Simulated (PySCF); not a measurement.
A small calculation by hand: entropy of an ideal gas

Sn(H)3(OH) (H4OSn), SMILES [SnH3][OH].

Geometry optimised at B3LYP-D3(BJ)/def2-TZVP. The def2 effective core potentials stand for the cores of Sn; spin–orbit coupling is left out.

B3LYP-D3(BJ)/def2-TZVP (PySCF 2.14.0) gives the harmonic wavenumbers 130, 491, 498, 597, 697, 699, 714, 858, 1914, 1915, 1963, 3835 cm⁻¹ and the rotational temperatures 2.7447, 0.3684, 0.3640 K. The molar mass is 138.74 g/mol, the symmetry number 1, the spin multiplicity 1.

### Question
Work out the entropy at 298.15 K and 1 atm in the rigid-rotor, harmonic-oscillator model.

### Answer

Translation (Sackur–Tetrode at 1 atm): S = R[1.5 ln M + 2.5 ln T − 1.16487] = 170.3 J/(mol K).
Rotation: q = (√π/σ) T^1.5/√(θA θB θC) = 15000, S = R[ln q + 3/2] = 92.4 J/(mol K).
Vibration: with u = 1.4388 ν/T, each mode gives R[u/(e^u − 1) − ln(1 − e^−u)]:
```
ν (cm⁻¹)  modes     u  S (J/(mol K))
--------  -----  ----  -------------
130           1  0.63          12.33
491           1  2.37           2.85
498           1  2.40           2.77
597           1  2.88           1.90
697           1  3.36           1.30
699           1  3.37           1.29
714           1  3.45           1.21
858           1  4.14           0.69
1914          1  9.24           0.01
1915          1  9.24           0.01
1963          1  9.47           0.01
```
The stiffer modes add less than 0.005 each. Sum 24.4 J/(mol K).
Spin: R ln 1 = 0.0 J/(mol K).
Total 287.1 J/(mol K); the program's own thermochemistry gives 287.0. Translation makes up 59 % and vibration 8 %. Anharmonicity, hindered rotation and orbital degeneracy are left out.
